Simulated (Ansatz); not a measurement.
One elementary step

Start structure (BH$_{2}$SOF, singlet), relaxed at PBE0-D4/def2-TZVP:

B1  (-0.288, -0.193, -0.138)
S2  (1.034, 0.459, 0.930)
O3  (-0.511, 0.274, -1.385)
H4  (0.079, 0.975, -1.668)
F5  (-1.079, -1.163, 0.297)
H6  (0.764, -0.352, 1.964)
(Å)

The step: BH₂SOF ([OH][B]([F])[SH]) → BOF + H₂S; bonds formed: S2–H4; bonds broken: B1–S2, O3–H4. Ansatz 0.2.0; basis: def2-TZVPP and def2-QZVPP; cores frozen in the correlated methods. Extrapolation: Hartree–Fock as exp(−7.88 √X), correlation as X^−2.97. Energies below are by CCSD(T) at an estimated basis limit (MP2 extrapolated from triple and quadruple zeta, plus CCSD(T) − MP2 in triple zeta).

**Question.** What are the electronic barrier and the energy of the step, from the start structure to the end structure? (Judge from chemistry; the value comes from the calculation.)

**Answer.** Computed: Barrier 53.52 kcal/mol; step energy 37.55 kcal/mol (uphill); reverse barrier, their difference, 15.97 kcal/mol. Barrier and step energy count from the start structure, the reverse barrier from the end structure.

The saddle point: One imaginary mode of 1090i cm⁻¹.
```
 pair  start (Å)  saddle (Å)  end (Å)
S2–H4       2.82        1.48     1.34
B1–S2       1.82        2.11     2.92
O3–H4       0.96        1.52     2.86
```

Zero-point energy (harmonic, PBE0-D4): ZPE is 19.88 kcal/mol at the start and 15.82 kcal/mol at the saddle, so the barrier goes from 53.52 to 49.46 kcal/mol.

First-order rate constant out of the start structure at 898 K by transition-state theory, with harmonic vibrational free energies alone and no tunnelling: ΔA‡ = 49.72 kcal/mol, so k = (kB T/h) exp(−ΔA‡/kB T) ≈ 10^1 s⁻¹ (an order of magnitude at best: rotation, the number of equivalent paths and anharmonicity are left out).

No T1 diagnostic of these runs exceeds 0.016.

Labels in which every atom is bracketed show which atoms are joined, not bond orders.

For scale, one of the runs: CCSD(T)/def2-TZVPP, 163 basis functions, launched by `ansatz run in.yaml --threads 2 --pin off --events-out ev --progress --plain --max-ram 4352MiB`. Hardware: 2 CPU threads of an Arm Neoverse V2, shared host. Wall time 28 s; peak host memory 1.3 GiB.
